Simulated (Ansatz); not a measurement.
Geometry optimisation, UKS PBE0/def2-SVP in Ansatz 0.2.0.

Input:

```yaml
crystal:
  periodic: [false, false, false]
  atoms:
    - { symbol: Ge, position_ang: [-0.032704, 0.0, -0.274479] }
    - { symbol: F, position_ang: [-0.006286, 1.0e-06, 2.608033] }
    - { symbol: F, position_ang: [1.567102, 0.0, -0.949161] }
    - { symbol: Cl, position_ang: [-1.018238, 1.77186, -1.013295] }
    - { symbol: Cl, position_ang: [-1.018238, -1.77186, -1.013295] }
    - { symbol: F, position_ang: [0.001364, -1.0e-06, 3.904196] }
magnetization:
  spin_polarized: true
  initial_magnetization: 1
basis:
  gaussian: { orbitals: def2-SVP }
hamiltonian:
  xc: pbe0
relax:
  f_tol: 0.03
  max_steps: 50
output:
  orbitals: {}
```

Command:

```bash
$ ansatz run input.yaml --threads 4 --pin off --max-ram 5120MiB --backend cpu --events-out ev --progress --plain --runs-dir out
```

Q: Where does it end, and by what steps?

A: The run converged. The force dipped under the threshold on the way, but the program's further checks kept it going. After 22 steps the energy has fallen by 3.890 eV; F2 moved furthest, 1.45 Å. Parted: F2–F6 (1.30 → 2.29 Å). Joined: Ge1–F2 (2.88 → 1.72 Å).

```tsv
step	energy less start (eV)	largest force component (eV/Å)	accepted
0	0.0000	4.645	yes
1	-0.1681	1.492	yes
2	-0.2158	0.793	yes
3	-0.3177	1.612	yes
4	-0.6932	4.814	yes
5	-1.8710	7.815	yes
6	-3.4021	3.458	yes
7	-3.6915	1.648	yes
8	-3.8190	0.173	yes
9	-3.8182	0.231	no
10	-3.8205	0.013	yes
11	-3.8208	0.029	yes
12	-3.8214	0.078	yes
13	-3.8222	0.111	yes
14	-3.8230	0.282	yes
15	-3.8261	0.202	yes
16	-3.8366	0.031	yes
17	-3.8475	0.055	yes
18	-3.8602	0.052	yes
19	-3.8728	0.096	yes
20	-3.8839	0.077	yes
21	-3.8895	0.059	yes
22	-3.8898	0.014	yes
```

```xyz
6
Properties=species:S:1:pos:R:3
Ge 0.112 0.000 0.096
F 1.002 -0.002 1.570
F 1.314 -0.001 -1.122
Cl -1.022 1.765 -0.069
Cl -1.025 -1.763 -0.071
F -0.889 0.000 2.858
```

Run time: 2.9 min on 4 threads of Arm Neoverse V1, on a shared host, peak memory 0.49 GiB.
